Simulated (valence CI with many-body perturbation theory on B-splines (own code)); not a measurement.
## E1 transitions of Pt⁶⁵⁺

Method: valence CI with perturbative core correlation (CI+MBPT): three valence electrons over a frozen Dirac-Fock core [Ne], a basis of 11 s, 11 p, 9 d, 7 f, 5 g, 2 h, 1 i functions for each j, with the one-electron correlation potential Σ1 (screened to all orders), the two-electron term Σ2, the three-electron term Σ3, Breit, model QED; selected single and double excitations, second order for the rest (own B-spline code, finite nucleus).

The last digits are not significant, and no measured levels were compared; by estimate large intervals hold to a few tenths of a per cent, small ones and those within an open d or f shell to about a per cent.

Lines 51 to 100 of 277 in falling wavelength, among levels below 1746.0 eV, chosen from the strongest by gf and those to the six lowest levels. Wavelengths and rates use the calculated energies. Electric multipoles are in the length gauge, E1 and E2 with the static RPA response of the core. Weak lines are less certain than strong ones. Lines between different terms over intervals too small for the method are left out, as are lines whose strength nearly cancels. The highest levels of a list are the least certain.

Levels are named by their leading jj configuration (3d3/2^4 stands for four electrons in 3d with j = 3/2), which in mixed levels can hold well under half, so a name can repeat and another be missing. Letters in brackets count levels of one name in rising energy.

```
λ vac (nm)                          Upper                       Lower   A (s⁻¹)  S (a.u.) with core polarisation  S without
     5.326     (3s 3p1/2 3d3/2) J=3/2 [b]  (3s 3p1/2 3p3/2) J=3/2 [a]  1.98e+09                         5.90e-04   6.00e-04
     5.163     (3s 3p1/2 3d3/2) J=3/2 [c]  (3s 3p1/2 3p3/2) J=3/2 [b]  4.23e+09                         1.15e-03   1.16e-03
     5.065         (3s 3p1/2 3d3/2) J=5/2  (3s 3p1/2 3p3/2) J=3/2 [a]  7.36e+07                         2.83e-05   2.85e-05
     4.944             (3s^2 3d3/2) J=3/2          (3s^2 3p3/2) J=3/2  2.14e+08                         5.11e-05   5.10e-05
     4.733     (3s 3p1/2 3d3/2) J=3/2 [c]      (3s 3p1/2 3p3/2) J=5/2  3.98e+09                         8.34e-04   8.48e-04
     4.535         (3s 3p1/2 3d3/2) J=1/2  (3s 3p1/2 3p3/2) J=3/2 [a]  6.41e+09                         5.90e-04   5.98e-04
     4.403     (3s 3p1/2 3d3/2) J=3/2 [c]  (3s 3p1/2 3p3/2) J=3/2 [a]  2.92e+09                         4.92e-04   4.96e-04
     4.347             (3s^2 3p3/2) J=3/2          (3s 3p1/2^2) J=1/2  6.33e+08                         1.03e-04   1.04e-04
     4.068     (3s 3p3/2 3d5/2) J=3/2 [a]          (3s 3p3/2^2) J=3/2  9.59e+10                         1.28e-02   1.29e-02
     4.024     (3s 3p1/2 3d5/2) J=5/2 [a]  (3s 3p1/2 3p3/2) J=3/2 [b]  2.34e+09                         4.51e-04   4.56e-04
     3.864     (3s 3d3/2 3d5/2) J=3/2 [b]  (3s 3p3/2 3d3/2) J=1/2 [b]  9.91e+10                         1.13e-02   1.14e-02
     3.859     (3s 3d3/2 3d5/2) J=5/2 [b]  (3s 3p3/2 3d3/2) J=5/2 [b]  8.15e+10                         1.39e-02   1.41e-02
     3.856     (3s 3d3/2 3d5/2) J=7/2 [b]  (3s 3p3/2 3d3/2) J=5/2 [b]  2.65e+11                         5.99e-02   6.07e-02
     3.791  (3p1/2 3p3/2 3d5/2) J=3/2 [a]       (3p1/2 3p3/2^2) J=3/2  1.49e+11                         1.60e-02   1.62e-02
     3.778         (3s 3p1/2 3d5/2) J=3/2      (3s 3p1/2 3p3/2) J=1/2  2.53e+11                         2.69e-02   2.72e-02
     3.758     (3s 3p1/2 3d5/2) J=5/2 [a]      (3s 3p1/2 3p3/2) J=5/2  1.10e+10                         1.73e-03   1.75e-03
     3.745         (3s 3d3/2 3d5/2) J=1/2  (3s 3p3/2 3d3/2) J=1/2 [b]  2.89e+11                         1.50e-02   1.52e-02
     3.711     (3s 3d3/2 3d5/2) J=5/2 [b]  (3s 3p3/2 3d3/2) J=3/2 [b]  1.86e+11                         2.81e-02   2.85e-02
     3.705     (3s 3p1/2 3d5/2) J=5/2 [b]  (3s 3p1/2 3p3/2) J=3/2 [b]  2.02e+11                         3.04e-02   3.08e-02
     3.683          (3p1/2^2 3d5/2) J=5/2  (3s 3p1/2 3d3/2) J=3/2 [b]  8.52e+10                         1.26e-02   1.28e-02
     3.678  (3p1/2 3p3/2 3d5/2) J=5/2 [a]       (3p1/2 3p3/2^2) J=5/2  1.60e+11                         2.36e-02   2.38e-02
     3.661         (3s 3p3/2 3d5/2) J=1/2          (3s 3p3/2^2) J=1/2  4.44e+11                         2.15e-02   2.18e-02
     3.653      (3p1/2 3p3/2 3d5/2) J=1/2       (3p1/2 3p3/2^2) J=1/2  3.66e+11                         1.76e-02   1.79e-02
     3.653         (3s 3p1/2 3d5/2) J=3/2  (3s 3p1/2 3p3/2) J=3/2 [b]  7.89e+10                         7.60e-03   7.69e-03
     3.652     (3s 3p3/2 3d5/2) J=5/2 [a]          (3s 3p3/2^2) J=5/2  2.72e+11                         3.93e-02   3.97e-02
     3.645     (3s 3d3/2 3d5/2) J=3/2 [b]  (3s 3p3/2 3d3/2) J=3/2 [b]  1.90e+11                         1.81e-02   1.83e-02
     3.628     (3s 3d3/2 3d5/2) J=7/2 [a]  (3s 3p3/2 3d3/2) J=5/2 [a]  3.14e+11                         5.92e-02   5.99e-02
     3.614     (3s 3p3/2 3d5/2) J=3/2 [b]          (3s 3p3/2^2) J=3/2  5.71e+10                         5.32e-03   5.38e-03
     3.610  (3p1/2 3p3/2 3d5/2) J=3/2 [b]       (3p1/2 3p3/2^2) J=1/2  2.36e+11                         2.19e-02   2.22e-02
     3.590     (3s 3p3/2 3d5/2) J=5/2 [b]          (3s 3p3/2^2) J=3/2  6.38e+11                         8.73e-02   8.84e-02
     3.588             (3s^2 3d5/2) J=5/2          (3s^2 3p3/2) J=3/2  3.67e+11                         5.03e-02   5.09e-02
     3.587         (3s 3p1/2 3d5/2) J=7/2      (3s 3p1/2 3p3/2) J=5/2  2.50e+11                         4.55e-02   4.61e-02
     3.580  (3p1/2 3p3/2 3d5/2) J=5/2 [b]       (3p1/2 3p3/2^2) J=3/2  5.68e+11                         7.72e-02   7.81e-02
     3.561     (3s 3d3/2 3d5/2) J=5/2 [a]  (3s 3p3/2 3d3/2) J=3/2 [a]  3.04e+11                         4.07e-02   4.12e-02
     3.559     (3s 3p3/2 3d5/2) J=7/2 [a]          (3s 3p3/2^2) J=5/2  3.89e+11                         6.92e-02   7.00e-02
     3.547     (3s 3p1/2 3d5/2) J=5/2 [a]  (3s 3p1/2 3p3/2) J=3/2 [a]  3.38e+11                         4.47e-02   4.52e-02
     3.544  (3p1/2 3p3/2 3d5/2) J=7/2 [b]       (3p1/2 3p3/2^2) J=5/2  4.39e+11                         7.71e-02   7.80e-02
     3.538          (3p1/2^2 3d5/2) J=5/2  (3s 3p1/2 3d3/2) J=3/2 [a]  1.38e+11                         1.81e-02   1.83e-02
     3.537     (3s 3p3/2 3d5/2) J=3/2 [b]          (3s 3p3/2^2) J=1/2  3.09e+11                         2.70e-02   2.73e-02
     3.521  (3p1/2 3p3/2 3d5/2) J=5/2 [b]       (3p1/2 3p3/2^2) J=5/2  5.35e+10                         6.92e-03   7.01e-03
     3.518     (3s 3p3/2 3d5/2) J=3/2 [a]          (3s 3p3/2^2) J=5/2  8.58e+10                         7.38e-03   7.48e-03
     3.514     (3s 3d3/2 3d5/2) J=3/2 [a]  (3s 3p3/2 3d3/2) J=1/2 [a]  2.83e+11                         2.43e-02   2.46e-02
     3.494     (3s 3d3/2 3d5/2) J=3/2 [a]  (3s 3p3/2 3d3/2) J=3/2 [a]  9.10e+10                         7.67e-03   7.76e-03
     3.479     (3s 3p1/2 3d5/2) J=5/2 [b]      (3s 3p1/2 3p3/2) J=5/2  8.50e+10                         1.06e-02   1.07e-02
     3.473         (3s 3d3/2 3d5/2) J=9/2      (3s 3p3/2 3d3/2) J=7/2  4.09e+11                         8.46e-02   8.56e-02
     3.433         (3s 3p1/2 3d5/2) J=3/2      (3s 3p1/2 3p3/2) J=5/2  2.06e+10                         1.64e-03   1.67e-03
     3.396     (3s 3d3/2 3d5/2) J=7/2 [b]      (3s 3p3/2 3d3/2) J=7/2  7.61e+10                         1.18e-02   1.19e-02
     3.379     (3s 3d3/2 3d5/2) J=5/2 [b]  (3s 3p3/2 3d3/2) J=5/2 [a]  9.30e+10                         1.06e-02   1.08e-02
     3.355     (3s 3p3/2 3d5/2) J=7/2 [b]          (3s 3p3/2^2) J=5/2  2.73e+11                         4.07e-02   4.12e-02
     3.297     (3s 3p1/2 3d5/2) J=5/2 [b]  (3s 3p1/2 3p3/2) J=3/2 [a]  5.98e+09                         6.34e-04   6.42e-04
```
